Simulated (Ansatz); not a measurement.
`CN(C)[SiH]([SiH3])Cl` + H₂ → `[SiH3][SiH2]Cl` + dimethylamine at 400 K and 1 bar (hydrogenolysis of the Si–N bond).

Computed with Ansatz on PBE0-D4/def2-TZVP structures; ΔE is electronic, products minus reactants. CCSD(T)/CBS is the MP2 limit (def2-TZVPP, def2-QZVPP) plus CCSD(T) − MP2 in def2-TZVPP, frozen cores. This one scheme is used for every species. Each species was taken in one conformer, which may not be the lowest.

```json
{"species": "`CN(C)[SiH]([SiH3])Cl`", "CCSD(T)/CBS energy (Eh)": "-1174.82266", "H − E (kJ/mol)": "357.8", "S (J/(mol·K))": "470.0"}
{"species": "H₂", "CCSD(T)/CBS energy (Eh)": "-1.17544", "H − E (kJ/mol)": "38.0", "S (J/(mol·K))": "139.0"}
{"species": "`[SiH3][SiH2]Cl`", "CCSD(T)/CBS energy (Eh)": "-1040.97629", "H − E (kJ/mol)": "141.5", "S (J/(mol·K))": "352.3"}
{"species": "`CNC`", "CCSD(T)/CBS energy (Eh)": "-135.00321", "H − E (kJ/mol)": "264.6", "S (J/(mol·K))": "293.2"}
```

H − E and S are ideal-gas, rigid-rotor, harmonic terms from PBE0-D4/def2-TZVP, for one conformer and one mirror image of each species. The MP2-based limit puts H₂ 0.8 mEh under its directly extrapolated value; such offsets cancel only in part. 1 Eh = 2625.50 kJ/mol, R = 8.31446 J/(mol·K).

Question: By hand: ΔE, ΔH, ΔS and ΔG.

Answer: ΔE = (-1040.97629) + (-135.00321) − (-1174.82266) − (-1.17544) = 0.01860 Eh = 48.8 kJ/mol. Δ(H − E) = 141.5 + 264.6 − 357.8 − 38.0 = 10.3, so ΔH = 59.1 kJ/mol. ΔS = 352.3 + 293.2 − 470.0 − 139.0 = 36.5 J/(mol·K). ΔG = 59.1 − 400 × (36.5)/1000 = 44.5 kJ/mol.

Question: By hand: the equilibrium constant, and the temperature at which ΔG would vanish if ΔH and ΔS stayed fixed.

Answer: log₁₀ K = −ΔG/(RT ln 10) = -5.8. ΔG = 0 at ΔH/ΔS = 1619 K.

ΔH outweighs TΔS. A doubt of 5 kJ/mol in ΔE shifts log₁₀ K by 0.7 here. Other conformers and mirror images would add mixing entropy, several J/(mol·K) or more a flexible species. Modes under 60 cm⁻¹, often nearly free rotors, make the harmonic entropy too high. These are equilibria of isolated gas molecules and say nothing of rates. Largest T1 diagnostic: 0.011 (customary marks: 0.02 for closed shells, 0.045 for open ones).
